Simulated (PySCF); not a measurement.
n-butyl acetate (C6H12O2), singlet, geometry from GFN2-xTB. Base run: DF-BLYP/STO-3G run with PySCF.

Here is a job for PySCF.
```python
from pyscf import gto, scf, dft

mol = gto.Mole()
mol.atom = '''
    C    -3.894407    0.594547   -0.339144
    C    -2.680020   -0.315889   -0.204911
    C    -1.384824    0.487346   -0.119514
    C    -0.172190   -0.420922    0.015243
    O     1.000337    0.391772    0.082755
    C     2.168030   -0.251842    0.177666
    C     3.315619    0.722488    0.237277
    O     2.267997   -1.449484    0.208942
    H    -3.818306    1.202287   -1.237828
    H    -4.806963    0.006703   -0.398434
    H    -3.969437    1.259622    0.518059
    H    -2.783162   -0.931305    0.691237
    H    -2.631969   -0.988236   -1.064036
    H    -1.419767    1.158346    0.740578
    H    -1.267984    1.099898   -1.015259
    H    -0.232980   -1.033039    0.922494
    H    -0.085877   -1.098704   -0.841851
    H     3.187030    1.380720    1.092684
    H     3.318282    1.332110   -0.662713
    H     4.251204    0.178931    0.321783
'''
mol.basis = 'sto-3g'
mol.charge = 0
mol.spin = 0
mol.verbose = 4
mol.build()

mf = dft.RKS(mol)
mf.xc = 'blyp'
mf = mf.density_fit(auxbasis='def2-universal-jkfit')
mf.kernel()
```

Variants of this job, named by their change:

| change | basis functions | E (Eh) | HOMO (eV) | HOMO-LUMO gap (eV) | dipole (D) | core-seconds (rough) |
|---|---|---|---|---|---|---|
| base | 52 | -381.17171 | -2.13 | 5.08 | 1.54 | 9 |
| basis = 6-31G | 96 | -386.04679 | -5.76 | 5.42 | 2.02 | 10 |
| basis = LANL2DZ | 96 | -386.10017 | -5.92 | 5.42 | 2.11 | 10 |
| basis = 3-21G | 96 | -384.03649 | -5.36 | 5.49 | 1.83 | 10 |
| basis = def2-SV(P) | 136 | -385.84353 | -5.79 | 5.50 | 1.96 | 20 |
| basis = 6-31G* | 136 | -386.14715 | -5.57 | 5.49 | 2.02 | 20 |
| basis = pcseg-1 | 172 | -386.10028 | -6.00 | 5.55 | 2.06 | 30 |
| basis = 6-31G** | 172 | -386.16351 | -5.58 | 5.49 | 2.02 | 20 |
| basis = pc-1 | 172 | -386.10584 | -6.00 | 5.55 | 2.06 | 30 |
| basis = def2-SVP | 172 | -385.87108 | -5.79 | 5.50 | 1.96 | 20 |
| basis = cc-pVDZ | 172 | -386.16733 | -5.65 | 5.47 | 1.93 | 30 |
| basis = 6-311G** | 216 | -386.27634 | -5.90 | 5.51 | 1.98 | 30 |
| basis = 6-311++G** | 260 | -386.28494 | -6.15 | 5.47 | 2.16 | 40 |

Totals compare only among sets that treat the same electrons; sets with core potentials leave the core out.
